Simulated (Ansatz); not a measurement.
F₄Hf, SMILES [F][Hf]([F])([F])[F] (connectivity only; charge and spin as stated), charge -1, multiplicity 2.

Geometry optimised at r2SCAN-D4/def2-SVPD. The spin state was assumed, not searched. The isomer is the one that the SMILES or the coordinates give; other isomers of the formula were not compared. The def2 effective core potentials stand for the cores of Hf; spin–orbit coupling is left out.

Two levels are set side by side: PBE/def2-SVPD (Ansatz, a quantum-chemistry and plane-wave program) and PBE0/def2-SVPD (Ansatz). Energy differences of separate SCF runs at the same geometry; the states with an electron removed or added have multiplicity 1. Differences are taken from unrounded values.

```tsv
quantity	PBE0
vertical ionisation energy (eV)	2.19
```

Question: What does PBE give, and how far is it from PBE0? (An estimate is asked for; the answer gives what the named calculation found.)

Answer: 
```csv
quantity,PBE,PBE minus PBE0
vertical ionisation energy (eV),2.06,-0.12
```
